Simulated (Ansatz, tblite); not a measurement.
Forces on the cluster Be₄Te₄ at its B3LYP-D4/def2-SVP geometry. Total charge 0; singlet.

In the def2 sets Te takes a core potential; there is no spin–orbit coupling. The xTB rows come from tblite. Another isomer (singlet) lies 1.17 eV lower at PBE0-D4/def2-TZVP; other spin states weren't run for this one.

GFN1-xTB (tblite), largest force 0.54 eV/Å:

```xyz
8
positions Å, forces eV/Å
Be    1.245    0.968    1.237    0.232    0.177    0.229
Be   -1.145    1.649   -0.126   -0.210    0.302   -0.026
Be    1.142   -1.650    0.129    0.211   -0.302    0.024
Be   -1.246   -0.968   -1.237   -0.231   -0.176   -0.230
Te   -1.710    1.004   -2.198   -0.252    0.193   -0.438
Te   -0.701   -2.881   -0.204   -0.164   -0.515    0.027
Te   -0.496    2.187    1.951   -0.125    0.347    0.397
Te    2.911   -0.309    0.449    0.539   -0.026    0.017
```

GFN2-xTB (tblite), largest force 0.24 eV/Å:

```
Be -0.148 -0.110 -0.145
Be 0.141 -0.192 0.016
Be -0.137 0.193 -0.019
Be 0.149 0.110 0.144
Te -0.018 -0.079 0.182
Te 0.096 0.142 -0.099
Te 0.090 -0.033 -0.172
Te -0.174 -0.031 0.093
```

PBE-D4/def2-TZVP (Ansatz), largest force 0.22 eV/Å:

```
Be -0.133 -0.104 -0.131
Be 0.125 -0.177 0.013
Be -0.123 0.178 -0.014
Be 0.133 0.103 0.132
Te -0.047 0.038 -0.086
Te -0.033 -0.095 0.009
Te -0.026 0.062 0.076
Te 0.104 -0.004 0.000
```
